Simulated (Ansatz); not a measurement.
# One elementary step

Start structure (BNH$_{4}$F$_{2}$, singlet), relaxed at PBE0-D4/def2-TZVP:

| atom | x (Å) | y (Å) | z (Å) |
| --- | --- | --- | --- |
| B1 | -0.1681 | -0.3398 | -0.7599 |
| H2 | 0.6800 | 0.0420 | -1.5406 |
| F3 | -0.1349 | -1.6896 | -0.4796 |
| F4 | -1.4399 | 0.1334 | -1.0059 |
| H5 | 0.1947 | 1.3708 | 0.6474 |
| N6 | 0.2128 | 0.3583 | 0.7132 |
| H7 | -0.4765 | 0.0628 | 1.4002 |
| H8 | 1.1320 | 0.0623 | 1.0252 |

The step: BHF₂ ([F][BH][F]) + NH₃ → BNH₂F₂ ([NH2][B]([F])[F]) + H₂; bonds formed: H2–H5; dative contacts that become bonds: B1–N6; bonds broken: B1–H2, H5–N6. Ansatz 0.2.0; basis: def2-TZVPP and def2-QZVPP; cores frozen in the correlated methods. Extrapolation: Hartree–Fock as exp(−7.88 √X), correlation as X^−2.97. Energies below are by CCSD(T) at an estimated basis limit (MP2 extrapolated from triple and quadruple zeta, plus CCSD(T) − MP2 in triple zeta).

(1) What are the electronic barrier and the energy of the step, from the start structure to the end structure? (An estimate is asked for; the value comes from the calculation.)

The T1 diagnostic stays at or below 0.012. The end structure is not quite a true minimum (one mode of 28i cm⁻¹).

Answers

(1) Computed: Barrier 43.52 kcal/mol; step energy -3.57 kcal/mol (downhill); reverse barrier, their difference, 47.09 kcal/mol. Barrier and step energy count from the start structure, the reverse barrier from the end structure.

The saddle point: One imaginary mode of 1483i cm⁻¹.
```csv
pair,start (Å),saddle (Å),end (Å)
B1–N6,1.67,1.55,1.39
H2–H5,2.61,1.03,0.75
B1–H2,1.21,1.43,3.10
H5–N6,1.01,1.34,3.36
```

Zero-point energy (harmonic, PBE0-D4): ZPE is 36.82 kcal/mol at the start and 32.61 kcal/mol at the saddle, so the barrier goes from 43.52 to 39.32 kcal/mol.

First-order rate constant out of the start structure at 898 K by transition-state theory, with harmonic vibrational free energies alone and no tunnelling: ΔA‡ = 41.21 kcal/mol, so k = (kB T/h) exp(−ΔA‡/kB T) ≈ 10^3 s⁻¹ (an order of magnitude at best: rotation, the number of equivalent paths and anharmonicity are left out).

The step is the kind of exchange with an N–H group that builds nitride films in atomic layer and chemical vapour deposition.

Labels in which every atom is bracketed show which atoms are joined, not bond orders.

For scale, one of the runs: CCSD(T)/def2-TZVPP, 180 basis functions, launched by `ansatz run in.yaml --threads 2 --pin off --events-out ev --progress --plain --max-ram 4352MiB`. Time: 51 s of wall clock on 2 CPU threads of an Arm Neoverse V2; the host was shared. Peak host memory: 1.9 GiB.
